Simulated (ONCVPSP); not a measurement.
**Which change was made? (Co, ONCV)**

- Element: cobalt
- Generator: ONCVPSP 4.0.1
- Type: optimised norm-conserving Vanderbilt (ONCV)
- Functional: Wu-Cohen
- Relativity: scalar-relativistic
- Frozen core: [Ne]
- Valence charge: 17
- Reference configuration: 3s2 3p6 3d7 (charge +2)
- Partial waves: 3s: rc 1.05 bohr, ncon 5, nbas 9, qcut 14.8 1/bohr, 2 projectors, debl 0.9 Ha; 3p: rc 1.15 bohr, ncon 4, nbas 9, qcut 15 1/bohr, 2 projectors, debl 1.3 Ha; 3d: rc 1.25 bohr, ncon 3, nbas 8, qcut 11.2 1/bohr, 3 projectors, debl 1.7 Ha
- Local potential: polynomial inside 0.75 bohr (lpopt 4, dvloc0 -1 Ha)
- Core correction: Teter function, fcfact 5, rcfact 1.3

In the s channel the program set the typed energies aside and used -4.455, 0.250 Ha. In the p channel the program set the typed energies aside and used -3.110, 0.250 Ha.

Cutoffs, loose and tight: the cutoffs (Ha) at which the residual kinetic energy of the hardest occupied pseudo-wave falls to 1 and 0.1 mHa per electron. They do not see the model core or the augmentation charge, which bear on the density cutoff. Test errors are all-electron minus pseudo excitation energies from the reference, over the configurations 3s2 3p6 3d7 4s2; 3s2 3p6 3d7 4s1; 3s2 3p6 3d6; 3s2 3p6 3d7 4p2; variants that change the core or the reference have their own tests.

The base gives: outcome: generated, projector energies reset by the program; cutoff, loose: 73 Ha; cutoff, tight: 85 Ha; bound ghosts: none; GHOST(+) flags above zero: none; largest test error (meV): +29.

Problem. After one change the result is: outcome: generated, projector energies reset by the program; cutoff, loose: 159 Ha; cutoff, tight: 284 Ha; bound ghosts: d; GHOST(+) flags above zero: d; largest test error (meV): +46. Which change was it?
A. s: qcut 10.8; p: qcut 10.9; d: qcut 8.2
B. s: nproj 1
C. d: rc 1.06

Solution. A. The others give: d: rc 1.06 → outcome: generated, projector energies reset by the program; cutoff, loose: 73 Ha; cutoff, tight: 216 Ha; bound ghosts: none; GHOST(+) flags above zero: none; largest test error (meV): +9.7 | s: nproj 1 → outcome: generated, projector energies reset by the program; cutoff, loose: 73 Ha; cutoff, tight: 85 Ha; bound ghosts: none; GHOST(+) flags above zero: none; largest test error (meV): +131.
